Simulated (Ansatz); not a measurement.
Consider the isomerisation: `[CH2]1[AlH][CH2][SiH2]1` → `C=C[SiH2][AlH2]`.

Computed with Ansatz on PBE0-D4/def2-TZVP structures; ΔE is electronic, products minus reactants. CBS: MP2 limit from def2 TZ/QZ plus the TZ coupled-cluster correction, frozen cores. Functionals use def2-TZVPP. One conformer a species, not always the lowest.

**Question.** Is it downhill or uphill in electronic energy at CCSD(T)/CBS, and by how much? (Estimate.)

**Answer.** Computed: Uphill: ΔE = +28.3 kcal/mol.

**Question.** What do these levels give: B97M-V, CAM-B3LYP-D4, ωB97M-V, RPA@PBE/def2-TZVPP, MP2/def2-SVP, CCSD/CBS(def2)? (Best estimate.)

**Answer.** Computed: B97M-V 28.2, CAM-B3LYP-D4 27.3, ωB97M-V 31.5, RPA@PBE/def2-TZVPP 24.8, MP2/def2-SVP 27.4, CCSD/CBS(def2) 27.8 kcal/mol.

Largest T1 diagnostic among the species: 0.012.

At CCSD(T), def2-SVP lies −6.5 kcal/mol from the extrapolated value and def2-TZVPP −1.0 kcal/mol. Leaving LDA and LC-ωPBE aside and taking each functional with its dispersion term where it has one, the values, not all of them listed here, spread over 10.0 kcal/mol, from BLYP-D4 to PBE-QIDH. LDA lies +7.2 kcal/mol from PBE without D4. In def2-TZVPP, CCSD(T) changes the Hartree–Fock value by +7.6 kcal/mol (the triples alone add +0.5 kcal/mol) and MP2 by +12.9 kcal/mol.
